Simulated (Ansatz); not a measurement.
H2Au2⁺. Total charge 1; quartet. Geometry PBE-D4/def2-TZVP; atoms count from 1.

```xyz
4

Au    0.123    0.586    0.726
Au   -0.320   -1.648   -2.043
H    -0.088   -0.549   -0.681
H     0.285    1.611    1.998
```

In the def2 sets Au takes a core potential; there is no spin–orbit coupling. At PBE0-D4/def2-TZVP a doublet of charge 1 lies 2.79 eV below the quartet, each at its own geometry. The structure comes from a short search, and lower isomers may exist.

Question: Estimate the Mulliken populations from the PBE0/def2-TZVP orbitals of Ansatz.

Answer: 
```
atom  charge (e)  spin (α − β)  d electrons
 Au1        0.56          0.86         9.56
 Au2        0.53          1.44         9.38
  H3       -0.21          0.25            –
  H4        0.12          0.45            –
```
Mulliken values depend strongly on the basis.

Question: Where does the spin sit?

Answer: Summed by element: Au 2.30, H 0.70, of 3 unpaired in all. Largest on single atoms: Au2 1.44, Au1 0.86, H4 0.45.
